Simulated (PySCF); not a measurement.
1,1,1-trichloroethane (C2H3Cl3), SMILES CC(Cl)(Cl)Cl.

The structure is a stationary point at ωB97X-D3(BJ)/def2-SVP.

Level of theory: M06-2X/def2-TZVP in PySCF.

Symmetry labels are those of the subgroup Cs that the program uses (full group C3v).

Computed valence orbital energies around the gap with their symmetry:
```json
[
 {"orbital": "HOMO−7", "symmetry": "A'", "energy (eV)": "-12.99"},
 {"orbital": "HOMO−6", "symmetry": "A\"", "energy (eV)": "-12.99"},
 {"orbital": "HOMO−5", "symmetry": "A\"", "energy (eV)": "-11.38"},
 {"orbital": "HOMO−4", "symmetry": "A'", "energy (eV)": "-11.38"},
 {"orbital": "HOMO−3", "symmetry": "A'", "energy (eV)": "-10.63"},
 {"orbital": "HOMO−2", "symmetry": "A\"", "energy (eV)": "-10.41"},
 {"orbital": "HOMO−1", "symmetry": "A'", "energy (eV)": "-10.41"},
 {"orbital": "HOMO", "symmetry": "A\"", "energy (eV)": "-10.07"},
 {"orbital": "LUMO", "symmetry": "A'", "energy (eV)": "0.37"},
 {"orbital": "LUMO+1", "symmetry": "A'", "energy (eV)": "1.45"},
 {"orbital": "LUMO+2", "symmetry": "A\"", "energy (eV)": "1.45"},
 {"orbital": "LUMO+3", "symmetry": "A'", "energy (eV)": "2.10"}
]
```
